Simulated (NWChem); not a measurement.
Molecule: C2H7NSi2; SMILES [SiH3][C@H]1N=C[SiH2]1

```xyz
12

Si    -0.1622     1.9144     0.1423
C      0.1280     0.2214    -0.6716
N      1.4050    -0.4084    -0.2014
C      1.0221    -1.4851     0.4203
Si    -0.8223    -1.3108     0.0220
H     -0.2263     1.7421     1.6356
H      0.9363     2.8831    -0.1978
H     -1.4770     2.4628    -0.3459
H      0.1327     0.3636    -1.7748
H      1.7547    -2.1525     0.9145
H     -1.3868    -2.2784    -0.9866
H     -1.8373    -1.1338     1.1243
```
Atoms are numbered in this order, from 1.

Results from NWChem. Pople sets run with spherical d functions. Structure relaxed at the PBE-D3(BJ)/def2-SVP level. GIAO values for the isolated, static molecule; σ is the absolute isotropic shielding.

```tsv
level	basis functions	σ Si1 (ppm)	σ C2 (ppm)	σ N3 (ppm)	σ Si5 (ppm)	σ H9 (ppm)	σ H11 (ppm)	σ H12 (ppm)
PBE0/6-31G*	92	447.6	148.4	-230.1	404.0	28.08	25.73	25.70
PBE0/6-311G**	148	412.3	138.5	-276.4	363.6	27.53	25.28	25.39
PBE0/def2-SVP	113	470.8	147.8	-245.2	418.5	27.47	25.39	25.41
PBE0/IGLO-II	178	412.4	?	?	364.0	27.57	25.24	25.29
```

### Question
Fill in the missing entries.

### Answer

- PBE0/IGLO-II, σ C2 (ppm): 135.9
- PBE0/IGLO-II, σ N3 (ppm): -282.5
